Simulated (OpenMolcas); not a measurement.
**Ionisation energies of silver**

- Program: OpenMolcas
- Basis: ANO-RCC-VDZP [6s5p3d1f]
- Scalar Hamiltonian: DKH2, point nucleus
- Spin-orbit coupling: RASSI with atomic mean-field integrals over the reference wave functions, term energies averaged over their components

Active shells in each charge state: the valence d shell, with orbitals averaged over the low states. Where CASPT2's correlated closed shells are named, they are those of the first ion.

A. CASSCF
B. SS-CASPT2, IPEA 0.25 Eh, imaginary shift 0.1 Eh (closed shells correlated: 4s 4p)
C. SS-CASPT2, IPEA 0.25 Eh, imaginary shift 0.1 Eh (closed shells correlated: none)
D. SS-CASPT2, IPEA 0.25 Eh, imaginary shift 0.1 Eh (closed shells correlated: 3d 4s 4p)
E. SS-CASPT2, IPEA 0 Eh, imaginary shift 0.1 Eh (closed shells correlated: 4s 4p)

Energies in eV between the lowest computed levels, named as in B; reference values from the NIST Atomic Spectra Database with their kind.

```
           From               To        A        B        C        D        E  Spin-orbit share in B                Reference
Ag2+ 4d9 2D 5/2     Ag3+ 4d8 3F4   33.603   34.978   35.080   34.977   34.895                 -0.150  34.800 (semi-empirical)
   Ag3+ 4d8 3F4  Ag4+ 4d7 4F 9/2   48.902   50.068   50.109   50.066   50.035                 -0.037     49.000 (theoretical)
Ag4+ 4d7 4F 9/2     Ag5+ 4d6 5D4   65.329   66.235   66.246   66.229   66.237                 +0.114     65.000 (theoretical)
   Ag5+ 4d6 5D4  Ag6+ 4d5 6S 5/2   81.691   82.437   82.406   82.430   82.416                 +0.302     82.000 (theoretical)
Ag6+ 4d5 6S 5/2     Ag7+ 4d4 5D0  105.781  106.046  106.187  106.016  106.096                 -0.513    106.000 (theoretical)
   Ag7+ 4d4 5D0  Ag8+ 4d3 4F 3/2  124.885  125.094  125.166  125.063  125.124                 -0.199    125.000 (theoretical)
```

The lowest level within the active space need not be the ion's true ground level.
